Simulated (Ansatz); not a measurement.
```yaml
crystal:
  periodic: [false, false, false]
  atoms:
    - {symbol: Bi, position_ang: [1.139824, -0.766530, 0.273569]}
    - {symbol: Bi, position_ang: [-2.157899, 1.154517, 1.283189]}
    - {symbol: Te, position_ang: [2.408406, -1.178377, -2.100870]}
    - {symbol: Te, position_ang: [0.423073, 2.161848, 0.563090]}
    - {symbol: Te, position_ang: [-1.813413, -1.371457, -0.018969]}
basis:
  gaussian: {orbitals: def2-TZVPD, initial_orbitals: start.molden}
total_charge: -1
magnetization: {spin_polarized: true, initial_magnetization: 1}
hamiltonian: {xc: {name: CAM-B3LYP}, dispersion: d4}
scf: {omitted_lower_state_checks: [starts]}
output: {orbitals: {seedname: orbitals}}
```

The file start.molden holds the orbitals of an earlier run on this structure, at another level or in another basis.

```sh
$ ansatz run in.yaml --threads 4 --pin off --events-out ev --progress --plain --max-ram 4787MiB
```

Q: Does this run fit into the memory that it is given?

A: No. It has 289 basis functions, and Ansatz plans for 6 GiB where 5 GiB are given.
